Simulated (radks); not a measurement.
Ru II, configuration [Kr] 4d7. All-electron calculation, scalar-relativistic Kohn-Sham, PBE, spin-polarised, spherical densities, finite nucleus; open shells are filled with parallel spins first (spin-orbit coupling, left out, can overturn this in heavy ions); Fermi nuclear charge, rms radius 4.4809 fm. Program: a radial shooting solver on a logarithmic mesh with Libxc functionals.

Normalised radial functions P(r) = r R(r), r in bohr:

| r | 4s down | 4d down | 5s up |
|---|---|---|---|
| 0.004848 | 0.1454 | 0.0001 | 0.0455 |
| 0.006466 | 0.1763 | 0.0002 | 0.0552 |
| 0.008624 | 0.2076 | 0.0004 | 0.0650 |
| 0.0115 | 0.2340 | 0.0009 | 0.0733 |
| 0.01534 | 0.2471 | 0.0019 | 0.0773 |
| 0.02046 | 0.2346 | 0.0042 | 0.0734 |
| 0.02729 | 0.1817 | 0.0089 | 0.0568 |
| 0.03669 | 0.0722 | 0.0188 | 0.0224 |
| 0.04894 | -0.0871 | 0.0374 | -0.0275 |
| 0.06527 | -0.2675 | 0.0708 | -0.0839 |
| 0.08705 | -0.3964 | 0.1257 | -0.1240 |
| 0.1161 | -0.3711 | 0.2051 | -0.1153 |
| 0.1549 | -0.1211 | 0.2996 | -0.0358 |
| 0.2065 | 0.2888 | 0.3772 | 0.0930 |
| 0.2755 | 0.6064 | 0.3822 | 0.1889 |
| 0.3704 | 0.5090 | 0.2505 | 0.1476 |
| 0.494 | -0.0714 | -0.0257 | -0.0461 |
| 0.6589 | -0.7898 | -0.3814 | -0.2590 |
| 0.8788 | -1.1510 | -0.6852 | -0.2923 |
| 1.172 | -0.9724 | -0.8139 | -0.0610 |
| 1.563 | -0.5337 | -0.7478 | 0.3064 |
| 2.085 | -0.1910 | -0.5671 | 0.5885 |
| 2.781 | -0.0421 | -0.3617 | 0.6448 |
| 3.739 | -0.0048 | -0.1851 | 0.4866 |
| 4.987 | -0.0003 | -0.0737 | 0.2568 |
| 6.651 | 0.0000 | -0.0201 | 0.0868 |
| 8.871 | 0.0000 | -0.0033 | 0.0169 |

4s down: eigenvalue -82.656 eV, 3 radial nodes at r = 0.0422, 0.170, 0.480 bohr, <r> = 1.02 bohr, 90 % of the charge inside 1.48 bohr. 4d down: eigenvalue -11.383 eV, 1 radial node at r = 0.483 bohr, <r> = 1.67 bohr, 90 % of the charge inside 2.73 bohr. 5s up (empty): eigenvalue -10.906 eV, 4 radial nodes at r = 0.0422, 0.169, 0.467, 1.23 bohr, <r> = 3.01 bohr, 90 % of the charge inside 4.45 bohr.
